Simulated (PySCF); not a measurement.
Compound: C4H12N2OSi2.
Atom-mapped SMILES: `[CH3:1]/[N:2]=[CH:3]\[CH2:4][C:5](=[O:6])[Si@H:7]([NH2:8])[SiH3:9]` (hydrogens: H10, H11, H12 on C1; H13 on C3; H14, H15 on C4; H16 on Si7; H17, H18 on N8; H19, H20, H21 on Si9)

Structure used (GFN2-xTB), in Å, numbered top down from 1:
```
atom  x, y, z in Å
C1     2.0927   -1.4546    0.0917
N2     2.3917   -0.1663    0.6299
C3     1.9800    0.9228    0.1678
C4     1.0879    1.2024   -1.0151
C5    -0.2994    1.4570   -0.4614
O6    -0.6322    2.5610   -0.0887
Si7   -1.5117   -0.0185   -0.2674
N8    -3.0156    0.7912   -0.4721
Si9   -1.2242   -1.1435    1.7380
H10    3.0251   -1.8794   -0.2849
H11    1.7571   -2.0817    0.9181
H12    1.3358   -1.4740   -0.7005
H13    2.2905    1.8100    0.7107
H14    1.4511    2.1042   -1.5094
H15    1.0663    0.3676   -1.7130
H16   -1.3248   -0.8486   -1.4751
H17   -3.0361    1.7887   -0.3261
H18   -3.8840    0.3716   -0.1866
H19   -1.0104   -2.5770    1.5041
H20   -0.1116   -0.6575    2.5560
H21   -2.4370   -1.0582    2.5625
```

Computed at PBE0/pcSseg-1 (PySCF, non-relativistic), with Q(14N) = 0.02044 b, Q(17O) = −0.0256 b: N2, 14N (I = 1): χzz = -5.519 MHz, η = 0.329; O6, 17O (I = 5/2): χzz = 11.88 MHz, η = 0.549; N8, 14N (I = 1): χzz = -4.644 MHz, η = 0.230.

Problem. Where would the pure quadrupole (NQR) lines of 14N at N2 fall for the rigid, isolated species?

Solution. From ν± = (3/4)|χ|(1 ± η/3) and ν0 = |χ|η/2: ν+ 4.594 MHz, ν− 3.685 MHz, ν0 0.908 MHz (imine nitrogen).

Problem. Where would the pure quadrupole (NQR) lines of 17O at O6 fall for the rigid, isolated species?

Solution. From the eigenvalues of H = χ/[4I(2I − 1)] × [3Iz² − I(I + 1) + η(Ix² − Iy²)], steps between neighbouring levels, labelled as for η = 0: ±1/2↔±3/2 2.290 MHz, ±3/2↔±5/2 3.387 MHz (carbonyl oxygen).

Problem. Where would the pure quadrupole (NQR) lines of 14N at N8 fall for the rigid, isolated species?

Solution. From ν± = (3/4)|χ|(1 ± η/3) and ν0 = |χ|η/2: ν+ 3.750 MHz, ν− 3.216 MHz, ν0 0.534 MHz (silicon-bound nitrogen).

In a crystal, neighbours and librations shift these lines. GFN2-xTB bond lengths can be off by several hundredths of an ångström, more for odd bonds, and the gradients follow them. With so small a basis the couplings can be 20 % off.

One conformer stands for the species.
